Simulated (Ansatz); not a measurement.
`[NH2][GeH2][S]CF` at its PBE0-D4/def2-TZVP geometry, where that method's forces vanish. The species carries charge 0 and has multiplicity 1.

```xyz
11

N    -0.9126   -1.5114   -1.1004
Ge    0.6504   -0.5719   -0.9606
S     1.2429    0.0116    1.1236
C     0.0834    1.3646    1.3383
F    -1.2293    0.9366    1.3866
H    -0.8719   -2.4293   -0.6774
H    -1.7035   -1.0191   -0.7049
H     0.4666    0.7453   -1.7308
H     1.7884   -1.4555   -1.4824
H     0.1642    2.0828    0.5195
H     0.3214    1.8463    2.2885
```

What forces (eV/Å) does ωB97M-V/def2-TZVPP give on these atoms in the Gaussian-basis code of Ansatz? (An estimate is asked.)

The calculation gave: 
```
N1  -0.024 -0.015  0.056
Ge2  0.102  0.067 -0.084
S3   0.016 -0.091 -0.037
C4   0.255  0.261  0.016
F5  -0.221 -0.112 -0.012
H6  -0.019  0.031 -0.017
H7   0.015 -0.030 -0.014
H8   0.014 -0.092  0.067
H9  -0.087  0.070  0.043
H10 -0.012 -0.058  0.084
H11 -0.038 -0.031 -0.103
```
